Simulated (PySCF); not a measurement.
Ce²⁺: excitation energy

Ce²⁺ [Xe] 4f2 (high-spin determinant) → Ce²⁺ [Xe] 4f1 5d1 (high-spin determinant), as a difference of total energies. Calculation: PySCF 2.14, in x2c-TZVPPall (11s7p7d4f2g, 113 functions); scalar relativity by spin-free X2C-1e. Correlated levels: valence: [Kr] 4d10 frozen; valence and next inner shell: [Ar] 3d10 frozen. The calculations carry no spin-orbit coupling.

| method | excitation energy (eV) |
| --- | --- |
| UHF | -0.584 |
| MP2 (valence) | -0.078 |
| SCS-MP2 (valence) | -0.231 |
| MP2 (valence and next inner shell) | 0.076 |
| SCS-MP2 (valence and next inner shell) | -0.081 |

Task: How much does correlation contribute at MP2 (valence and next inner shell)?

Result: 0.076 − (-0.584) = 0.660 eV, measured against UHF.

The determinant of the lower state and of the upper state mixes LS terms, which raises its energy above the lowest term, most at the Hartree-Fock and MP2 levels.
